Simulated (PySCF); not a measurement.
PySCF 2.14 output of an unrestricted MN15 calculation on a single atom or ion in dyall-av3z (19s12p3d2f, 84 functions), with the non-relativistic Hamiltonian (point nucleus):

```
SCF conv_tol = 1e-09
number electrons alpha = 9  beta = 5
    H. S. Yu, X. He, S. L. Li, and D. G. Truhlar.,  Chem. Sci. 7, 5032-5051 (2016)
    H. S. Yu, X. He, S. L. Li, and D. G. Truhlar.,  Chem. Sci. 7, 5032-5051 (2016)
cycle= 1 E= -289.206613971362  delta_E= -0.122  |g|= 2.87  |ddm|= 0.42
cycle= 2 E= -289.208527513048  delta_E= -0.00191  |g|= 0.395  |ddm|= 0.0539
cycle= 3 E= -289.208593698156  delta_E= -6.62e-05  |g|= 0.00988  |ddm|= 0.00906
cycle= 4 E= -289.2085986984  delta_E= -5e-06  |g|= 0.00238  |ddm|= 0.00303
cycle= 5 E= -289.208599146661  delta_E= -4.48e-07  |g|= 7.31e-05  |ddm|= 0.000707
cycle= 6 E= -289.208599156198  delta_E= -9.54e-09  |g|= 1.3e-05  |ddm|= 0.000321
cycle= 7 E= -289.208599156696  delta_E= -4.99e-10  |g|= 8.62e-07  |ddm|= 8.72e-05
converged SCF energy = -289.208599156696  <S^2> = 6.0000397  2S+1 = 5.0000159
```

The run itself started from symmetry-adapted Hartree-Fock orbitals and held the occupation by maximum overlap, on a logarithmic radial grid, so the iterations belong to that start.

Problem. Which element, charge and spin multiplicity is this?

Solution. Si (silicon, neutral), multiplicity 5; the state was [Ne] 3s1 3p3, high-spin 5S determinant (an excited configuration).
